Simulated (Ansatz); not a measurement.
Ansatz (a first-principles code) input (CCSD(T)/aug-cc-pV(D+d)Z):
A basis named .json is the Basis Set Exchange file of that set.

Ansatz 0.2 input:
```yaml
crystal:
  periodic: [false, false, false]
  atoms:
    - {symbol: O, position_ang: [-0.00000000, -0.00000000, -1.51012766]}
    - {symbol: Si, position_ang: [0.00000000, 0.00000000, 0.00000000]}
    - {symbol: O, position_ang: [0.00000000, 0.00000000, 1.51012766]}
basis:
  gaussian:
    orbitals: aug-cc-pV_D+d_Z.json
magnetization: {spin_polarized: false}
correlation: {method: ccsd_t, electrons: outside_noble_gas}
output: {forces: true}
```

Output:

```
Functional definition: HF
integrals: 0.06 GiB planned
786 factors; integrals over basis functions are off by at most 8.5e-4 eV
mean field: 0.19 GiB planned
mean field evaluation 1: about -11931.1640 eV, gradient 5.4e1 eV
mean field evaluation 2: about -11931.1651 eV, gradient 5.4e1 eV
mean field evaluation 4: about -11936.7903 eV, gradient 2.4e0 eV
mean field evaluation 8: about -11936.8240 eV, gradient 8.1e-4 eV
mean field evaluation 16: about -11936.8204 eV, gradient 2.6e-1 eV
mean field -11936.82404987 eV, -438.6701927629 hartree, gradient 7.4e-7 eV, S^2 0.000000; 0 other end points of the search recorded, 0 dependent functions left out
7 core orbitals not correlated
reference -11936.82404987 eV, -438.6701927629 hartree; 8, 8 occupied and 63, 63 virtual orbitals, 786 factors
densities: 0.27 GiB planned
second order -13.62147328 eV of doubles, -0.00000000 eV of singles
coupled cluster: 0.20 GiB planned
cycle   1  -12.75333399 eV  change    8.7e-1 eV  update   1.5e-1
cycle   2  -13.27611834 eV  change   -5.2e-1 eV  update   5.9e-2
cycle   3  -13.42278338 eV  change   -1.5e-1 eV  update   2.6e-2
cycle   4  -13.40898377 eV  change    1.4e-2 eV  update   5.8e-3
cycle   5  -13.40491944 eV  change    4.1e-3 eV  update   1.9e-3
cycle   6  -13.40664374 eV  change   -1.7e-3 eV  update   6.2e-4
cycle   7  -13.40639542 eV  change    2.5e-4 eV  update   2.3e-4
cycle   8  -13.40626297 eV  change    1.3e-4 eV  update   7.7e-5
cycle   9  -13.40627602 eV  change   -1.3e-5 eV  update   3.1e-5
cycle  10  -13.40626620 eV  change    9.8e-6 eV  update   9.1e-6
cycle  11  -13.40626622 eV  change   -1.5e-8 eV  update   3.6e-6
perturbative correction -0.58155311 eV, -0.0213716826 hartree
the calculation of the forces begins
Total energy: -11950.81186920 eV, -439.1842356419 hartree
Atom 0 at    -0.000000    -0.000000    -1.510128 Å, force    -0.000000    -0.000000    -1.589833 eV/Å
Atom 1 at     0.000000     0.000000     0.000000 Å, force    -0.000000    -0.000000    -0.000000 eV/Å
Atom 2 at     0.000000     0.000000     1.510128 Å, force     0.000000     0.000000     1.589833 eV/Å
Dipole moment:     0.000000     0.000000     0.000000 e Å
```
